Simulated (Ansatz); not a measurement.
Gas-phase electronic energies from Ansatz, PBE0-D4/def2-TZVP geometries. CCSD(T)/CBS is the MP2 limit (def2-TZVPP, def2-QZVPP) plus CCSD(T) − MP2 in def2-TZVPP, frozen cores. Functionals use def2-TZVPP. Each species was taken in one conformer, which may not be the lowest.

`CO[SiH2][SiH2]O` → `O[SiH2]C[SiH2]O`  (isomerisation)

```json
{"level": "PBE", "ΔE (eV)": "-1.26"}
{"level": "HF/CBS(def2)", "ΔE (eV)": "-1.28"}
```

Question: What does CCSD(T)/CBS give? (Estimate.)

Answer: Ansatz gave: -1.48 eV. The listed levels differ from it by 0.22, 0.20 eV.

Largest T1 diagnostic among the species: 0.012.

In def2-TZVPP, CCSD(T) changes the Hartree–Fock value by −0.18 eV (the triples alone add −0.02 eV) and MP2 by −0.32 eV. The D4 term adds −0.07 eV with B3LYP and −0.04 eV with PBE0; it sums over pairs of atoms, weighted by their polarisabilities, and B3LYP, whose exchange is more repulsive, gets the larger term.

B3LYP here is the variant with VWN-RPA as its local correlation; programs differ in this.
